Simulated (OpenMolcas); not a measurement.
Mo3+: moving or changing the point charges

Mo3+ among 6 point charges of -1.7 e arranged as a tetragonal octahedron (D4h), 2.13 Å from the ion, with the axial distance 2.236 Å. The active orbitals were held to one l.

| Item | Value |
| --- | --- |
| Program | OpenMolcas 26.06 |
| Method | CASSCF |
| Basis | ANO-RCC-VTZP [7s6p4d2f1g] |
| Scalar Hamiltonian | DKH2, point nucleus |
| Active space | 3 electrons in 5 orbitals (4d) |
| State averaging | 2S+1 = 4 even, 10 roots; 2S+1 = 2 even, 40 roots |
| Spin-orbit coupling | state interaction with AMFI integrals over the reference wave functions |

Runs around this geometry, states (labels of D4, the rotations of D4h). Energies in cm-1 above the lowest state or level, χT in cm3 K/mol.

```json
{"R (Å)": "2.03", "Axial / equatorial distance": "1.05", "Ground state": "4B1", "First state of that spin": "4E 9747", "First gap with spin-orbit (degeneracies)": "5.1 (2, 2)", "χT at 300 K": "1.557", "First state of another spin": "2A1 14533"}
{"R (Å)": "2.13", "Axial / equatorial distance": "1.05", "Ground state": "4B1", "First state of that spin": "4E 7726", "First gap with spin-orbit (degeneracies)": "7.3 (2, 2)", "χT at 300 K": "1.477", "First state of another spin": "2A1 14650"}
{"R (Å)": "2.13", "Axial / equatorial distance": "1.13", "Ground state": "4B1", "First state of that spin": "4E 6205", "First gap with spin-orbit (degeneracies)": "22.2 (2, 2)", "χT at 300 K": "1.422", "First state of another spin": "2A1 14431"}
```

Taking the first state of the same spin as R^-n, n = -ln(7726 / 9747) / ln(2.13 / 2.03) = 4.8 between the shortest and longest distance.

Without dynamic correlation the repulsion within the d shell is too large (B by tens of per cent), so at a given field states of lower spin stand too high. Point charges carry no covalency, so the field is a model and not that of real ligands. No measured value stands beside these numbers.
